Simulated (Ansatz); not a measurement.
Species: C₅H₄, SMILES `C#CCC#C` (charge 0, multiplicity 1).

Q: Give a relaxed geometry from PBE0-D3(BJ)/def2-TZVP (Ansatz, a first-principles code).

A: the end point of this relaxation (outside a Z-matrix the atoms follow the SMILES, hydrogens last).
Bonded distances (Å): C1–C2 1.198, C1–H6 1.064, C2–C3 1.458, C3–C4 1.458, C3–H7 1.096, C3–H8 1.096, C4–C5 1.198, C5–H9 1.064. Angles (°): C2–C1–H6 179.8, C1–C2–C3 179.4, C2–C3–C4 113.5, C2–C3–H7 109.2, C2–C3–H8 109.2, C4–C3–H7 109.2, C4–C3–H8 109.2, H7–C3–H8 106.2, C3–C4–C5 179.4, C4–C5–H9 179.8.
